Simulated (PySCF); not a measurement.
[CoF6]4-: Co(II) (d7), charge -4. The structure is a PBE0-D3(BJ)/def2-SVP, IEF-PCM water geometry optimised for multiplicity 4; coordination octahedral, point group D4h, metal–donor distances 2.06–2.20 Å.

Method (PySCF 2.14, density fitting): CASSCF(7,5) with orbitals averaged over all microstates of the shell, strongly contracted NEVPT2 on the averaged canonical orbitals; basis x2c-TZVPall on the metal, x2c-SVPall elsewhere; spin-free X2C; IEF-PCM water; spin-orbit coupling by state interaction with the mean-field operator over all roots.

CASSCF energies above the lowest CASSCF root:

| state | CASSCF / cm⁻¹ |
| --- | --- |
| 4A2g (from 4T1g) | 0 |
| 4Eg (from 4T1g) | 257 |
| 4B2g (from 4T2g) | 4256 |
| 4Eg (from 4T2g) | 5334 |
| 4B1g (from 4A2g) | 10728 |
| 2A1g (from 2Eg) | 15787 |
| 2B1g (from 2Eg) | 17555 |
| 2Eg (from 2T2g) | 19818 |
| 2A2g (from 2T1g) | 19867 |
| 2Eg (from 2T1g) | 20603 |
| 2B2g (from 2T2g) | 20891 |
| 4Eg (from 4T1g) | 21828 |
| 2A1g | 23275 |
| 4A2g (from 4T1g) | 23857 |
| 2Eg (from 2T1g) | 25530 |
| 2A2g (from 2T1g) | 25885 |
| 2A2g (from 2T1g) | 27926 |
| 2Eg | 28130 |
| 2B2g (from 2T2g) | 28314 |
| 2Eg | 28763 |
| 2A1g (from 2Eg) | 30021 |
| 2B1g (from 2Eg) | 30120 |

Problem. How does dynamic correlation (SC-NEVPT2) move these states?

Solution. 
```tsv
state	NEVPT2 / cm⁻¹	shift / cm⁻¹
4A2g (from 4T1g)	0	0
4Eg (from 4T1g)	358	+102
4B2g (from 4T2g)	5410	+1154
4Eg (from 4T2g)	6695	+1361
4B1g (from 4A2g)	13365	+2637
2A1g (from 2Eg)	12652	-3135
2B1g (from 2Eg)	14952	-2603
2Eg (from 2T2g)	18290	-1527
2A2g (from 2T1g)	18517	-1350
2Eg (from 2T1g)	19370	-1233
2B2g (from 2T2g)	19933	-958
4Eg (from 4T1g)	20080	-1749
2A1g	23153	-122
4A2g (from 4T1g)	22508	-1350
2Eg (from 2T1g)	22806	-2724
2A2g (from 2T1g)	22533	-3352
2A2g (from 2T1g)	27292	-634
2Eg	26869	-1260
2B2g (from 2T2g)	26994	-1320
2Eg	28128	-635
2A1g (from 2Eg)	29515	-506
2B1g (from 2Eg)	29594	-526
```

NEVPT2 lifts 4B2g (from 4T2g) from 4256 to 5410 cm⁻¹; on the d shell alone it tends to overshoot states that fill the eg-type orbitals. Gaps between spin states lean to high spin in this active space.
